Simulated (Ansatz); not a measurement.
Relaxation of ClF2H3Si (7 atoms, charge 0, multiplicity 1), to a largest force component of 0.03 eV/Å in at most 50 steps.

Level of theory: RKS PBE-D4/def2-SVP (Ansatz).

```xyz
7
Properties=species:S:1:pos:R:3
Si 0.196 0.477 -0.422
H -0.080 -0.113 2.175
H 1.306 -0.032 -1.260
Cl -1.180 1.532 -1.514
F -0.578 -0.795 0.224
F 0.800 1.467 0.690
H 0.254 0.446 2.480
```

Question: Where does it end, and by what steps?

Answer: The run converged. After 15 steps the energy has fallen by 0.294 eV; H7 moved furthest, 1.04 Å.

```json
{"step": "0", "energy less start (eV)": "0.0000", "largest force component (eV/Å)": "1.502", "accepted": "yes"}
{"step": "1", "energy less start (eV)": "-0.1885", "largest force component (eV/Å)": "0.328", "accepted": "yes"}
{"step": "2", "energy less start (eV)": "-0.2540", "largest force component (eV/Å)": "0.175", "accepted": "yes"}
{"step": "3", "energy less start (eV)": "-0.2770", "largest force component (eV/Å)": "0.099", "accepted": "yes"}
{"step": "4", "energy less start (eV)": "-0.2807", "largest force component (eV/Å)": "0.227", "accepted": "yes"}
{"step": "5", "energy less start (eV)": "-0.2824", "largest force component (eV/Å)": "0.075", "accepted": "yes"}
{"step": "6", "energy less start (eV)": "-0.2829", "largest force component (eV/Å)": "0.160", "accepted": "yes"}
{"step": "7", "energy less start (eV)": "-0.2890", "largest force component (eV/Å)": "0.092", "accepted": "yes"}
{"step": "8", "energy less start (eV)": "-0.2899", "largest force component (eV/Å)": "0.129", "accepted": "yes"}
{"step": "9", "energy less start (eV)": "-0.1453", "largest force component (eV/Å)": "2.461", "accepted": "no"}
{"step": "10", "energy less start (eV)": "-0.2919", "largest force component (eV/Å)": "0.063", "accepted": "yes"}
{"step": "11", "energy less start (eV)": "-0.2898", "largest force component (eV/Å)": "0.411", "accepted": "no"}
{"step": "12", "energy less start (eV)": "-0.2931", "largest force component (eV/Å)": "0.034", "accepted": "yes"}
{"step": "13", "energy less start (eV)": "-0.2937", "largest force component (eV/Å)": "0.093", "accepted": "yes"}
{"step": "14", "energy less start (eV)": "-0.2940", "largest force component (eV/Å)": "0.069", "accepted": "yes"}
{"step": "15", "energy less start (eV)": "-0.2944", "largest force component (eV/Å)": "0.016", "accepted": "yes"}
```

```xyz
7
Properties=species:S:1:pos:R:3
Si 0.248 0.569 -0.732
H -0.110 -0.137 2.656
H 1.244 -0.071 -1.624
Cl -1.254 1.477 -1.782
F -0.403 -0.548 0.250
F 0.973 1.670 0.209
H 0.020 0.022 3.396
```

Whether the end is a true minimum wasn't checked by a vibrational analysis.

Run time: 40 s on 1 thread of Arm Neoverse V1, with other jobs on the host, peak memory 0.14 GiB.
